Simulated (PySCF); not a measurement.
## Mayer bond orders and bond lengths

1-ethyl-4-fluorobenzene, C8H9F.
Numbering: `[CH3:1][CH2:2][c:3]1[cH:4][cH:5][c:6]([F:7])[cH:8][cH:9]1` (hydrogens: H10, H11, H12 on C1; H13, H14 on C2; H15 on C4; H16 on C5; H17 on C8; H18 on C9)

Cartesian coordinates in Å at the GFN2-xTB level; atoms count from 1:
```
atom  x, y, z in Å
C1    -2.381    0.427   -0.707
C2    -1.669   -0.574    0.206
C3    -0.190   -0.310    0.220
C4     0.361    0.577    1.137
C5     1.715    0.859    1.131
C6     2.516    0.241    0.190
F7     3.841    0.507    0.177
C8     2.000   -0.645   -0.738
C9     0.643   -0.913   -0.714
H10   -3.451    0.237   -0.717
H11   -2.003    0.347   -1.723
H12   -2.211    1.444   -0.359
H13   -2.070   -0.486    1.218
H14   -1.861   -1.587   -0.152
H15   -0.278    1.054    1.867
H16    2.151    1.544    1.841
H17    2.654   -1.109   -1.458
H18    0.227   -1.605   -1.432
```

Bond orders from the PBE0/pcSseg-1 density (PySCF). One conformer (not necessarily the lowest) at the GFN2-xTB geometry, without solvent, vibrations or thermal averaging.

(1) Where do the orders between heavy atoms depart from those drawn in the SMILES?

(2) Give the Mayer order of every bond between heavy atoms, beside its length.

## Answers

(1) The largest departure is 0.114, at C6–F7 (drawn single, 0.886), counting aromatic bonds as 1.5. The bonds drawn aromatic range from 1.41 to 1.43.

(2) 
| bond | drawn as | length (Å) | Mayer order |
| --- | --- | --- | --- |
| C1–C2 | single | 1.530 | 1.034 |
| C2–C3 | single | 1.502 | 1.059 |
| C3–C4 | aromatic | 1.390 | 1.408 |
| C4–C5 | aromatic | 1.383 | 1.418 |
| C5–C6 | aromatic | 1.382 | 1.429 |
| C6–F7 | single | 1.352 | 0.886 |
| C6–C8 | aromatic | 1.382 | 1.429 |
| C8–C9 | aromatic | 1.383 | 1.418 |
| C9–C3 | aromatic | 1.390 | 1.408 |

By pair of heavy elements: C–C: lowest C1–C2 (1.034, 1.530 Å), highest C5–C6 and C6–C8 (1.429, 1.382 Å). Bonds named together lie within 0.004.

Question: And the bonds to hydrogen?

Answer: C–H: 0.94 to 0.97 (9 bonds).

Question: Sum the orders of all bonds at each heavy atom with more than one neighbour and set the sums beside the valence in the SMILES.

Answer: C1 3.937 (drawn 4), C2 3.983 (drawn 4), C3 3.875 (drawn 4), C4 3.796 (drawn 4), C5 3.794 (drawn 4), C6 3.744 (drawn 4), C8 3.794 (drawn 4), C9 3.796 (drawn 4). Orders between atoms that aren't bonded are not in these sums.

The Mayer order sums products of elements of PS (density times overlap matrix) between the two atoms' basis functions, so it depends on the basis set.

The run behind these numbers computed NMR shieldings as well. On an Arm Neoverse V1 with one thread (shared host), this took 35 s.
